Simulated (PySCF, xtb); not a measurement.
C4H2N2, SMILES C(/C=N/C#N)#C.

GFN2-xTB in xtb 6.7.1 at its own geometry gives an orbital gap of 2.22 eV and a dipole moment of 5.52 D.

The structure is a stationary point at PBE0-D3(BJ)/def2-SVP. The structure was generated by enumeration; whether it is a known compound was not checked.

What does ωB97X/def2-TZVP (PySCF) give? (An estimate is asked for; the answer gives what the named calculation found.)

gap 9.65 eV (levels -10.75 and -1.10 eV), dipole 5.55 D.
